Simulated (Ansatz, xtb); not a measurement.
Ranking isomers of C6H5NO2

7 gas-phase structures of C6H5NO2, from a drawn sample of its isomers (lower ones may exist). Each was relaxed with GFN2-xTB; where two conformers were screened, the lower at r2SCAN-D4/def2-SVP is listed:

A. `O=C/N=C1\C=CC(O)=C1`, a singlet
B. `O=C1C=CC(/N=C\O)=C1`, a singlet
C. `O=C1C=CC(/N=C/O)=C1`, a singlet
D. `O=C/N=C1\C=CC(=O)C1`, a singlet
E. `O=C/N=C1/C=CC(=O)C1`, a singlet
F. `O=CNC1=CC(=O)C=C1`, a singlet
G. `O=C/N=C1/C=CC(O)=C1`, a singlet

Q: Estimate their order in r2SCAN-D4/def2-SVP energy at these geometries, lowest first.

A: Calculated order at r2SCAN-D4/def2-SVP: F (0.0), E (3.5), D (4.2), C (14.1), B (15.3), G (17.9), A (18.5) kcal/mol. Less than 1 kcal/mol parts E and D; G and A, so the order within those pairs means little.

Energies above the lowest of each column, in kcal/mol; the last columns are at B3LYP-D3(BJ)/def2-SVP geometries and were run for some of them only (a dash: not run or not comparable):

| structure | GFN2-xTB | HF/STO-3G | r2SCAN-D4/def2-SVP | B3LYP-D3(BJ)/def2-SVP | CCSD(T)/def2-SVP + ΔMP2/def2-TZVPP |
| --- | --- | --- | --- | --- | --- |
| F | 3.6 | 7.3 | 0.0 | 0.0 | 0.5 |
| E | 4.5 | 0.0 | 3.5 | 1.8 | 0.0 |
| D | 0.0 | 8.9 | 4.2 | 2.5 | 0.6 |
| C | 9.8 | 20.6 | 14.1 | 13.7 | 10.6 |
| B | 9.5 | 23.1 | 15.3 | 15.1 | 11.8 |
| G | 8.3 | 30.2 | 17.9 | 16.4 | 13.2 |
| A | 8.5 | 31.0 | 18.5 | – | – |

CCSD(T)/def2-SVP + ΔMP2/def2-TZVPP has D and E and F within 1 kcal/mol of each other at the bottom, and every level picks one of them. CCSD(T)/def2-SVP + ΔMP2/def2-TZVPP orders those it was run on as E (0.0), F (0.5), D (0.6), C (10.6), B (11.8), G (13.2) kcal/mol. Less than 1 kcal/mol parts E and F; F and D, so the order within those pairs means little. Flexible structures stand in one conformer each, not always the lowest. Frequencies (GFN2-xTB) were run for B, C, F alone. The ΔMP2 step shifts differences by up to 3.2 kcal/mol, which makes them less sure. ΔMP2 is the change of the MP2 energy from the smaller to the larger basis.

Over these structures GFN2-xTB departs from r2SCAN-D4/def2-SVP by 3.7 kcal/mol on average once a common shift is removed. A GFN2-xTB relaxation took about 0.64 s and the r2SCAN-D4/def2-SVP energy about 7.5 s on a shared host (Ansatz 0.2.0, xtb 6.7.1).
